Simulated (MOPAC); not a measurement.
MOPAC input (PM3):

```
PM3 FORCE THERMO(298,298) PRECISE LET CHARGE=1 GEO-OK AUX(PRECISION=9) THREADS=1
F2Sb

Sb    0.32878171 1    0.13504909 1    0.11657177 1
F    -0.97472991 1    0.67923038 1   -1.18098558 1
F    -0.74719665 1   -1.38652252 1    0.57046516 1
```

Task: Which zero-point energy does it print?

Result: 2.52 kcal/mol, from the harmonic wavenumbers of PM3.
